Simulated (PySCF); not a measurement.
**Where the electron goes**

C7H9N.
Structure used (PBE0-D3(BJ)/def2-SVP), in Å, numbered top down from 1:
```xyz
17
C7H9N angstrom
C     -1.8824    1.0800   -0.0575
C     -0.8564   -0.0024    0.0877
C     -1.2613   -1.3907   -0.3017
C      0.3634    0.2618    0.5431
C      1.3713    1.2038    0.9955
C      1.6901   -0.2999    0.8591
C      2.5593   -0.7507   -0.1978
N      3.2510   -1.1184   -1.0518
H     -2.2318    1.1464   -1.1012
H     -2.7703    0.8589    0.5582
H     -1.4876    2.0605    0.2405
H     -1.5888   -1.4171   -1.3542
H     -0.4379   -2.1068   -0.1788
H     -2.1176   -1.7317    0.3039
H      1.8372    1.8775    0.2678
H      1.3372    1.5930    2.0191
H      1.8066   -0.8608    1.7946
```

Method used: PySCF, TDDFT CAM-B3LYP/def2-SVPD, vertical, gas phase, core orbitals frozen in the response.

Kohn–Sham orbitals with the atoms that hold most of them (Löwdin shares over 4%, at most four atoms; ? is withheld):

| orbital | ε (eV) | atoms |
| --- | --- | --- |
| LUMO+2 | 1.49 | C3 14%, C5 14%, N8 12%, C7 8% |
| LUMO+1 | 1.04 | C1 14%, C5 11%, C4 9%, C2 9% |
| LUMO | 0.77 | ? |
| HOMO | -8.70 | ? |
| HOMO-1 | -9.86 | N8 27%, C6 20%, C7 17%, C4 13% |
| HOMO-2 | -10.37 | N8 26%, C5 20%, C7 19%, C4 11% |
| HOMO-3 | -11.42 | N8 34%, C7 24%, C5 8%, C6 7% |

(1) Give the leading atoms of the LUMO.

(2) Which atoms hold the HOMO, and with what shares?

(3) How does S1 compare with the orbital gap of 9.47 eV?

Answers

(1) C2 (bonded to 3 C) 20%; C4 (bonded to 3 C) 17%; C6 (bonded to 3 C and H) 10%; H17 (bonded to C) 10%. By element: carbon 47% or more, hydrogen 10% or more.

(2) C4 (bonded to 3 C) 34%; C2 (bonded to 3 C) 30%; C3 (bonded to C and 3 H) 6%; C1 (bonded to C and 3 H) 6%.

(3) S1 is at 6.71 eV (f = 0.226), 2.76 eV below the gap, made of HOMO→LUMO (69%), HOMO→LUMO+1 (17%). 

Next come S2 at 6.87 eV (f 0.208), HOMO→LUMO+1 (70%), HOMO-1→LUMO (12%), HOMO→LUMO (10%); S3 at 6.99 eV (f 0.168), HOMO-1→LUMO (56%), HOMO→LUMO (16%); S4 at 7.20 eV (f 0.016), HOMO→LUMO+2 (45%); S5 at 7.30 eV (f 0.011), HOMO→LUMO+2 (22%), HOMO-2→LUMO (18%), HOMO-1→LUMO+1 (9%).

Löwdin shares depend on the basis, the more so with diffuse functions.

On Arm Neoverse V1, one thread, shared host, this took 2.9 min.
